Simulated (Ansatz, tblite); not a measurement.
Spin states of Al₁₀⁻ (relaxed from a model of Al10 tetrahedron, whose bonding it doesn't keep), each relaxed with PBE-D4/def2-SVP in Ansatz. Electronic energies in the gas phase.

The xTB rows come from tblite. B3LYP takes the VWN-RPA correlation.

Doublet geometry:

```xyz
10

Al   -2.954    1.244   -0.930
Al   -1.805    0.924    1.480
Al   -1.161   -1.505    2.090
Al   -0.340    1.965   -0.499
Al    0.904    0.286    1.213
Al    2.336    1.398   -0.665
Al   -0.710   -0.861   -0.569
Al    1.017   -2.536    1.131
Al    0.624    0.357   -2.437
Al    2.090   -1.270   -0.815
```

Quartet geometry:

```csv
atom,x (Å),y (Å),z (Å)
Al1,-1.414,1.556,1.997
Al2,-1.040,-1.087,2.092
Al3,-1.294,-2.602,-0.016
Al4,1.066,0.694,1.714
Al5,1.094,-1.151,-0.129
Al6,2.474,1.235,-0.513
Al7,-1.233,0.124,-0.352
Al8,-0.381,-1.793,-2.321
Al9,0.077,2.400,-0.161
Al10,0.653,0.624,-2.310
```

⟨S²⟩: doublet 0.86 at PBE0-D4/def2-SVP (pure 0.75), quartet 3.83 at PBE0-D4/def2-SVP (pure 3.75).

Run but left out: HF/STO-3G, HF/def2-SVP, HF/def2-SVPD, MP2/def2-SVPD (doublet: ⟨S²⟩ 2.43 to 2.49, where a pure state has 0.75).

Only these spin states were relaxed. The quartet has other bonds than the doublet, so the gap mixes isomer and spin.

```
             level  quartet − doublet (kcal/mol)  lowest of these                                  remarks
          GFN1-xTB                          25.7          doublet                                        –
          GFN2-xTB                          -9.8          quartet                                        –
   PBE-D4/def2-SVP                           3.4          doublet                                        –
r2SCAN-D4/def2-SVP                          -0.4              tie  spin-contaminated (⟨S²⟩ 0.90) (doublet)
 B3LYP-D4/def2-SVP                           6.7          doublet                                        –
  PBE0-D4/def2-SVP                           1.9          doublet  spin-contaminated (⟨S²⟩ 0.86) (doublet)
```

Change of the quartet − doublet gap on mixing in exact exchange, in kcal/mol: PBE to PBE0 (25 % exact exchange) -1.5.

The xTB methods have no spin-polarisation term.
